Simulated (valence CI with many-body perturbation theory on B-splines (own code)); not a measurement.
Values are calculated unless marked as measured or tabulated.
Ge27+: configurations and terms from energies and g

Method: relativistic CI+MBPT: three valence electrons over a frozen Dirac-Fock core [He], radial functions for each j: 11 s, 11 p, 9 d, 7 f, 5 g, 2 h, 1 i, with the one-electron correlation potential Σ1, the two-electron term Σ2, the three-electron term Σ3, Breit, model QED; selected CI, second order for the rest (own B-spline code, finite nucleus).

The last digits are not significant, and no measured levels were compared; by estimate large intervals hold to a few tenths of a per cent, small ones and those within an open d or f shell to about a per cent.

```
No.    J  Parity   E (eV)      g
  1  1/2     odd     0.00  0.658
  2  3/2     odd    36.51  1.328
  3  1/2    even    71.03  2.562
  4  3/2    even    91.85  1.714
  5  5/2    even   104.87  1.519
  6  3/2    even   136.50  0.863
  7  1/2    even   148.35  1.103
  8  5/2    even   149.92  1.270
 10  3/2    even   188.89  1.273
 13  5/2     odd   261.42  1.194
 14  1/2     odd   283.50  0.658
 16  1/2    even  1612.37  1.999
 17  1/2     odd  1641.24  0.666
 18  3/2     odd  1651.49  1.335
```

Energies count from the lowest level. Strongly mixed levels and levels close to another of their J and parity are left out, so the numbers can have gaps.

(1) Give configuration and LS term of each level.

Answers

(1) 1: 2s2 2p 2P°; 2: 2s2 2p 2P°; 3: 2s 2p2 4P; 4: 2s 2p2 4P; 5: 2s 2p2 4P; 6: 2s 2p2 2D; 7: 2s 2p2 2P; 8: 2s 2p2 2D; 10: 2s 2p2 2P; 13: 2p3 2D°; 14: 2p3 2P°; 16: 2s2 3s 2S; 17: 2s2 3p 2P°; 18: 2s2 3p 2P°.
